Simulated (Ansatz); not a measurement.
Program: Ansatz. Geometries: PBE0-D4/def2-TZVP. ΔE: electronic, gas phase. CCSD(T)/CBS adds triple-zeta CCSD(T) − MP2 to the extrapolated MP2 energy (def2 sets, frozen cores). Functionals use def2-TZVPP. B3LYP here is the variant with VWN-RPA as its local correlation; programs differ in this. HSE06 is defined as in plane-wave codes. Each species was taken in one conformer, which may not be the lowest.

`C[CH2][Al]([OH])[OH]` + `C#CSC` → `C#[C][Al]([OH])[OH]` + `CCSC`  (formal exchange of groups at the Al–C bond)

Is it downhill or uphill in electronic energy at CCSD(T)/CBS, and by how much? (Best estimate.)

Computed: Downhill: ΔE = -64.7 kJ/mol.

What do these levels give: B97M-V, HSE06-D4, BHLYP-D4, B2PLYP, PBE-QIDH, revPBE, r2SCAN, B3LYP, CCSD/def2-SVP, CCSD(T)/def2-SVP, HF/def2-TZVPP, CCSD/def2-TZVPP? (An estimate is asked.)

The calculation gave: B97M-V -57.2, HSE06-D4 -50.0, BHLYP-D4 -61.3, B2PLYP -57.5, PBE-QIDH -57.8, revPBE -43.3, r2SCAN -52.5, B3LYP -52.1, CCSD/def2-SVP -62.8, CCSD(T)/def2-SVP -61.3, HF/def2-TZVPP -74.8, CCSD/def2-TZVPP -66.2 kJ/mol.

Largest T1 diagnostic among the species: 0.013.

From PBE to PBE0 (25 % exact exchange), in def2-TZVPP and without D4, ΔE moves by −6.9 kJ/mol. Leaving LDA and LC-ωPBE aside and taking each functional with its dispersion term where it has one, the values, not all of them listed here, spread over 17.8 kJ/mol, from BHLYP-D4 to PBE-D4. LDA lies +4.1 kJ/mol from PBE without D4. In def2-TZVPP, CCSD(T) changes the Hartree–Fock value by +10.3 kJ/mol (the triples alone add +1.8 kJ/mol) and MP2 by +13.0 kJ/mol.
